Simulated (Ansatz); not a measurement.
Reaction (ligand exchange at a B–C bond): `OCB(F)S` + H₂S → `FB(S)S` + CH₃OH

Gas-phase electronic energies from Ansatz, PBE0-D4/def2-TZVP geometries. CBS: MP2 limit from def2 TZ/QZ plus the TZ coupled-cluster correction, frozen cores. This one scheme is used for every species. Functionals use def2-TZVPP. HSE06 is defined as in plane-wave codes. One conformer a species, not always the lowest.

Problem. Is it downhill or uphill in electronic energy at CCSD(T)/CBS, and by how much? (An estimate is asked.)

Solution. The calculation gave: Downhill: ΔE = -61.6 kJ/mol.

Problem. What do these levels give: LDA (SPW92), B97M-V, CAM-B3LYP-D4, r2SCAN0, HSE06, LC-ωPBE, RPA@PBE/def2-TZVPP, CCSD(T)/def2-SVP, HF/def2-QZVPP, MP2/def2-QZVPP, MP2/CBS(def2), CCSD/CBS(def2)? (An estimate is asked.)

Solution. The calculation gave: LDA (SPW92) -58.1, B97M-V -64.4, CAM-B3LYP-D4 -58.6, r2SCAN0 -64.3, HSE06 -64.4, LC-ωPBE -60.6, RPA@PBE/def2-TZVPP -60.2, CCSD(T)/def2-SVP -67.4, HF/def2-QZVPP -60.5, MP2/def2-QZVPP -67.3, MP2/CBS(def2) -67.7, CCSD/CBS(def2) -60.0 kJ/mol.

Largest T1 diagnostic among the species: 0.013.

At CCSD(T), def2-SVP lies −5.9 kJ/mol from the extrapolated value and def2-TZVPP +0.4 kJ/mol. Leaving LDA and LC-ωPBE aside and taking each functional with its dispersion term where it has one, the values, not all of them listed here, spread over 7.1 kJ/mol, from revPBE-D4 to CAM-B3LYP-D4. LDA lies +6.8 kJ/mol from PBE without D4.
